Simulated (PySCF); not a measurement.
C₂H₇AlOS. Atoms are numbered in the order given.

```xyz
12

Al    -0.1273    -0.7787     0.0000
C      0.8045    -2.4976     0.0000
H      1.8989    -2.3625     0.0000
H      0.5425    -3.1002    -0.8875
H      0.5425    -3.1002     0.8875
O     -1.8317    -0.5770     0.0000
H     -2.4901    -1.2802     0.0000
S      0.9655     1.1082     0.0000
C     -0.4091     2.3427     0.0000
H     -1.3864     1.8429     0.0000
H     -0.3095     2.9690    -0.8967
H     -0.3095     2.9690     0.8967
```

The structure is a stationary point at TPSSh-D3(BJ)/def2-SVP. One conformer was computed; it need not be the lowest.

Level of theory: HF/def2-TZVP (PySCF).

Symmetry labels are those of the subgroup Cs that the program uses (full group Cs).

Computed valence orbital energies around the gap with their symmetry:
```json
[
 {"orbital": "HOMO−7", "symmetry": "A'", "energy (eV)": "-14.90"},
 {"orbital": "HOMO−6", "symmetry": "A\"", "energy (eV)": "-14.84"},
 {"orbital": "HOMO−5", "symmetry": "A'", "energy (eV)": "-14.54"},
 {"orbital": "HOMO−4", "symmetry": "A\"", "energy (eV)": "-13.57"},
 {"orbital": "HOMO−3", "symmetry": "A'", "energy (eV)": "-13.26"},
 {"orbital": "HOMO−2", "symmetry": "A'", "energy (eV)": "-11.89"},
 {"orbital": "HOMO−1", "symmetry": "A'", "energy (eV)": "-10.64"},
 {"orbital": "HOMO", "symmetry": "A\"", "energy (eV)": "-9.51"},
 {"orbital": "LUMO", "symmetry": "A'", "energy (eV)": "2.48"},
 {"orbital": "LUMO+1", "symmetry": "A\"", "energy (eV)": "2.78"},
 {"orbital": "LUMO+2", "symmetry": "A'", "energy (eV)": "3.48"},
 {"orbital": "LUMO+3", "symmetry": "A'", "energy (eV)": "4.03"}
]
```
